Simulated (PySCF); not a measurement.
Highest occupied level (eV) of eight silicon and germanium compounds: PBE beside r2SCAN, computed with PySCF for isolated molecules in the bases named; differences from unrounded values. The eight are the first of their class met in an unordered collection, after screening for sound electronic states; none was chosen by its value. Each molecule has one DFT geometry for both levels.

```
molecule                                                  basis  r2SCAN    PBE  difference
---------------------------------------------------  ----------  ------  -----  ----------
C₃H₈O₂Si, SMILES [C@H]1(C[SiH2]OC1)O                  def2-TZVP   -6.62  -6.29        0.33
CH6ClNSi3, SMILES [SiH3][Si@@H]1N=C[Si@@H]1Cl         def2-TZVP   -5.93  -5.70        0.23
Si(CCH)2(F)(Me) (C5H5FSi), SMILES C#C[Si](F)(C)C#C    def2-TZVP   -7.35  -7.12        0.24
CH₈FNOSi₂, SMILES C[Si@H](N)[Si@@H](O)F               def2-TZVP   -6.14  -5.85        0.29
Si(GeH3)(H)2(OH) (GeH6OSi), SMILES O[SiH2][GeH3]     def2-TZVPD   -6.94  -6.67        0.27
Si(H)(Cl)(Me)(NH2) (CH6ClNSi), SMILES [SiH](Cl)(N)C   def2-TZVP   -6.71  -6.39        0.32
B2H6O4Si, SMILES OB([SiH2]B(O)O)O                     def2-TZVP   -6.73  -6.47        0.26
C₂H₇FSeSi, SMILES C[Si](C)(F)[SeH]                    def2-TZVP   -6.09  -5.81        0.28
```

PBE lies below r2SCAN in 0 and above it in 8 of the eight; the mean signed difference is 0.28 and the largest 0.33 eV.
